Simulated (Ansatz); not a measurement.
Ca₄Se₄, relaxed as a singlet with RKS PBE0-D4/def2-SVP in Ansatz, starting from the GFN1-xTB geometry. Force threshold 0.02 eV/Å.

The structure comes from a short search, and lower isomers may exist.

Start:

```xyz
8

Ca    2.604    1.424    0.645
Ca    1.103   -1.552    0.432
Ca   -1.446   -0.684   -1.745
Ca   -0.735    1.689    0.683
Se   -2.925    0.931   -0.349
Se    0.994    0.387    2.416
Se    1.112    0.742   -1.398
Se   -0.707   -2.937   -0.684
```

```
step   energy (eV)  largest force component (eV/Å)  SCF passes
   1  -335073.3402                           0.940          18
   2  -335073.7196                           0.412          25
   3  -335073.8101                           0.210          21
   4  -335073.8597                           0.280          25
   5  -335073.8722                           0.066          22
   6  -335073.8730                           0.028          22
   7  -335073.8731                           0.020          22
   8  -335073.8733                           0.003          15
   9  -335073.8733                           0.002          15
  10  -335073.8733                           0.004          15
  11  -335073.8753                           0.079          22
  12  -335073.8866                           0.325          24
  13  -335073.9271                           0.423          21
  14  -335074.0187                           0.483          20
  15  -335074.1628                           0.537          21
  16  -335074.3342                           0.401          20
  17  -335074.4963                           0.341          25
  18  -335074.6544                           0.377          25
  19  -335074.9048                           0.422          25
  20  -335075.1905                           0.717          25
  21  -335075.4814                           0.779          19
  22  -335075.7790                           0.825          20
  23  -335076.1020                           0.836          20
  24  -335076.4495                           0.835          20
  25  -335076.7262                           0.367          20
  26  -335076.7599                           0.017          19
```

Force components are those of the run's own axes.

End:

```xyz
8

Ca    2.209   -0.145   -0.154
Ca   -0.734   -1.457    1.503
Ca   -0.911   -0.452   -1.974
Ca   -0.565    2.054    0.625
Se   -2.570    0.170    0.180
Se    1.061    0.526    2.296
Se    0.854    1.697   -1.749
Se    0.655   -2.392   -0.727
```

Bonds lost: Ca2–Se7 (atoms count from 1). Bonds formed: Ca1–Se8, Ca2–Se5 (atoms count from 1). Metal–metal contacts that move far: Ca1–Ca3 5.15 to 3.62 Å. The end is the same structure that another start reached, the lowest one found.

The force fell under the threshold at step 7, but the optimiser went on and released 2.887 eV more. No frequencies were taken in this run, so the end may be a saddle point.

Run time 2.6 min (4 threads of AMD EPYC 9R45 on a shared host), peak host memory 1.2 GiB.
